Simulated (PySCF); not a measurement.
GeF2, SMILES [F][Ge][F] (connectivity only; charge and spin as stated), neutral, multiplicity 1.

Coordinates come from a B3LYP-D3(BJ)/def2-TZVP optimisation. The isomer is the one that the SMILES or the coordinates give; other isomers of the formula were not compared.

These are PySCF 2.14.0 with TDDFT-B3LYP/def2-SVPD values and carry that method's errors.

Vertical excitations.  State labels are in the subgroup C2v.

Q: Estimate the UV-visible absorptions. (The exact figures need the calculation; the answer reports its results.)

A: 
```tsv
state	symmetry	energy (eV)	λ (nm)	f	main pairs
S1	B1	5.40	229	0.100	HOMO→LUMO 98 %
S2	A2	6.55	189	0.000	HOMO−1→LUMO 100 %
S3	B2	7.27	171	0.001	HOMO−2→LUMO 82 %, HOMO→LUMO+1 16 %
S4	B1	7.60	163	0.018	HOMO−4→LUMO 98 %
S5	A1	7.97	156	0.007	HOMO−3→LUMO 79 %, HOMO→LUMO+2 19 %
S6	B2	8.27	150	0.349	HOMO→LUMO+1 78 %, HOMO−2→LUMO 14 %
S7	A2	8.29	149	0.000	HOMO−5→LUMO 100 %
S8	A1	8.56	145	0.331	HOMO→LUMO+2 73 %, HOMO−3→LUMO 15 %
S9	A1	8.94	139	0.018	HOMO→LUMO+3 96 %
S10	A1	9.32	133	0.060	HOMO−1→LUMO+1 90 %
T1	B1	3.73	333	0	HOMO→LUMO 99 %
T2	B2	6.38	194	0	HOMO→LUMO+1 98 %
T3	A2	6.40	194	0	HOMO−1→LUMO 100 %
T4	B2	6.55	189	0	HOMO−2→LUMO 99 %
```
Triplets are in the Tamm–Dancoff approximation, which puts them higher than full response would, so one can lie above its singlet here.
